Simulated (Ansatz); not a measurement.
Ideal-gas functions of CH$_{4}$O$_{2}$SSi, SMILES `O[SiH]1OCS1` at 298.15 K and 1 bar, from an Ansatz frequency run at PBE0-D4/def2-TZVP.

Molar mass 108.19 g/mol, point group C1 (symmetry number 1), electronic degeneracy 1, moments of inertia 91.508, 171.609, 230.096 u Å². Harmonic wavenumbers (cm⁻¹, unscaled): 156, 181, 319, 387, 453, 537, 701, 746, 805, 839, 911, 947, 970, 1059, 1191, 1308, 1513, 2289, 3072, 3134, 3903.

Use S(trans) = R[1.5 ln M + 2.5 ln T − 1.1517]; rotational temperatures θ = 24.2544 K / I; S(rot) = R[ln(√π/σ · √(T³/θAθBθC)) + 1.5]; for each mode x = 1.438777 ν̃/T, S = R[x/(eˣ − 1) − ln(1 − e⁻ˣ)] and H = RT x/(eˣ − 1); 1 cm⁻¹ = 0.0119627 kJ/mol; R = 8.31446 J/(mol·K).

Task: By hand: the entropy, in J/(mol·K).

Result: Translation 167.3. Rotation: θ = 0.2651, 0.1413, 0.1054 K, giving 111.3. Vibration, mode by mode: 10.87, 9.70, 5.50, 4.23, 3.29, 2.39, 1.28, 1.07, 0.85, 0.74, 0.56, 0.48, 0.44, 0.31, 0.18, 0.11, 0.05, 0.00, 0.00, 0.00, 0.00, in all 42.1. Electronic 0.0. Sum 320.7 J/(mol·K).

Task: By hand: H − E and G − E in kJ/mol, counted from the electronic energy.

Result: Zero-point energy ½ × 25421 × 0.0119627 = 152.1; thermal vibration 7.8; translation, rotation and pV give 4 RT = 9.9. H − E = 169.8 kJ/mol, and G − E = 169.8 − 298.15 × 320.7/1000 = 74.2 kJ/mol.

Vibration gives 13 % of the entropy. The sum counts one conformer and one mirror image; others add a mixing term.
